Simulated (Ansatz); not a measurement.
The same ligand exchange along the group F, Cl, Br.

Isolated molecules relaxed with PBE0-D4/def2-TZVP in Ansatz; ΔE leaves out vibrations. CBS: MP2 limit from def2 TZ/QZ plus the TZ coupled-cluster correction, frozen cores. Functionals use def2-TZVPP. Elements past krypton have def2 core potentials. For Br, Ge, Sn outer-core shells are correlated without core-valence functions, which leaves a few kJ/mol of doubt a bond. Scalar relativity is left out up to krypton. One conformer a species, not always the lowest.

```json
{"reaction": "`[F][Sn][O][SiH3]` + `[SH][GeH3]` → `[SiH3][S][GeH3]` + `[OH][Sn][F]`", "ωB97X-V (kJ/mol)": "51", "revPBE-D4 (kJ/mol)": "32", "B2PLYP (kJ/mol)": "55", "CCSD(T)/CBS(def2) (kJ/mol)": "48"}
{"reaction": "`[SiH3][O][Sn][Cl]` + `[SH][GeH3]` → `[SiH3][S][GeH3]` + `[OH][Sn][Cl]`", "ωB97X-V (kJ/mol)": "50", "revPBE-D4 (kJ/mol)": "33", "B2PLYP (kJ/mol)": "54", "CCSD(T)/CBS(def2) (kJ/mol)": "49"}
{"reaction": "`[SiH3][O][Sn][Br]` + `[SH][GeH3]` → `[SiH3][S][GeH3]` + `[OH][Sn][Br]`", "ωB97X-V (kJ/mol)": "51", "revPBE-D4 (kJ/mol)": "33", "B2PLYP (kJ/mol)": "54", "CCSD(T)/CBS(def2) (kJ/mol)": "50"}
```

Largest T1 diagnostic: 0.018, for `[OH][Sn][F]`.
